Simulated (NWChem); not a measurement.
System: C₄H₆O; SMILES C(=O)C1CC1

The following NWChem deck was run.

```
start job
memory heap 200 mb stack 900 mb global 1100 mb
geometry units angstroms noautosym nocenter noautoz
  O     -0.584791     1.661495     0.000000
  C      0.500275     1.135474     0.000000
  C      0.708894    -0.331667     0.000000
  C     -0.311753    -1.173842    -0.739721
  C     -0.311753    -1.173842     0.739721
  H      1.434732     1.753036     0.000000
  H      1.749217    -0.667517     0.000000
  H      0.062025    -2.051004    -1.273532
  H     -1.103327    -0.612569    -1.243851
  H      0.062025    -2.051004     1.273532
  H     -1.103327    -0.612569     1.243851
end
basis spherical
  O library pcsseg-1
  C library pcsseg-1
  H library pcsseg-1
end
dft
  xc pbe0
  iterations 150
end
property
  shielding 8 1 2 3 4 6 7 8 9
end
task dft property
```

Structure relaxed at the PBE0/def2-SVP level.

GIAO values for the isolated, static molecule; σ is the absolute isotropic shielding, δ = σ(reference) − σ with the isolated reference molecule computed at the same levels (13C: tetramethylsilane, 1H: tetramethylsilane, 17O: water).

Atoms are numbered as in the input.

Task: Predict the main results of this run. (PBE0/pcSseg-1, GIAO.) Quantities: δ O1 (ppm); δ C2 (ppm); δ C3 (ppm); δ C4 (ppm); δ H6 (ppm); δ H8 (ppm); δ H9 (ppm).

Result: The δ O1 (ppm) comes out as 653.0 and the δ C2 (ppm) is 206.3. The δ C3 (ppm) comes out as 22.9, the δ C4 (ppm) is 15.0 and the δ H6 (ppm) is 10.16. The δ H8 (ppm) is 0.91. The δ H9 (ppm) is 1.16.
